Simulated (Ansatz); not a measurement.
`F[CH](Cl)[GaH][Cl]` and `BC(F)Cl` differ in one atom or group.

Ansatz, PBE0-D4/def2-TZVP geometries, multiplicity 1. Each molecule was computed in one conformer, which needn't be the lowest. `BC(F)Cl` holds a close contact that its SMILES doesn't draw: Cl···B 2.15 Å.

Scalar relativity is left out up to krypton.

```
                                                                                  property  `F[CH](Cl)[GaH][Cl]`
                                                        LUMO energy (PBE0/def2-TZVPP) / eV                 -1.69
                                          size of the dipole moment (B3LYP/def2-TZVPP) / D                  2.76
                                                         LUMO energy (PBE/def2-TZVPP) / eV                 -2.46
                                            zero-point energy (PBE0-D4/def2-TZVP) / kJ/mol                  74.2
                                                     HOMO–LUMO gap (B3LYP/def2-TZVPP) / eV                  5.92
ideal-gas entropy at 298 K and 1 bar (rigid rotor, harmonic PBE0-D4/def2-TZVP) / J/(mol·K)                   369
```

Problem. What does the change do to each property? (An estimate is asked.)

Solution. Computed: 
```csv
property,`BC(F)Cl`,shift
LUMO energy (PBE0/def2-TZVPP) / eV,-0.84,0.85
size of the dipole moment (B3LYP/def2-TZVPP) / D,1.30,-1.46
LUMO energy (PBE/def2-TZVPP) / eV,-1.88,0.58
zero-point energy (PBE0-D4/def2-TZVP) / kJ/mol,109.8,35.6
HOMO–LUMO gap (B3LYP/def2-TZVPP) / eV,7.77,1.85
"ideal-gas entropy at 298 K and 1 bar (rigid rotor, harmonic PBE0-D4/def2-TZVP) / J/(mol·K)",291,-78
```

With PBE0 the HOMO falls by 1.02 eV and the LUMO rises by 0.85 eV, so the gap widens by about 1.87 eV. PBE moves the HOMO by -0.88 eV and ωB97M-V by -1.13 eV. Dipoles are sizes alone; their direction can turn. Modes under 60 cm⁻¹, often nearly free rotors, make the harmonic entropy too high.

Positive LUMOs are unbound, so they and the gaps depend on the basis.

B3LYP here is the variant with VWN-RPA as its local correlation; programs differ in this.
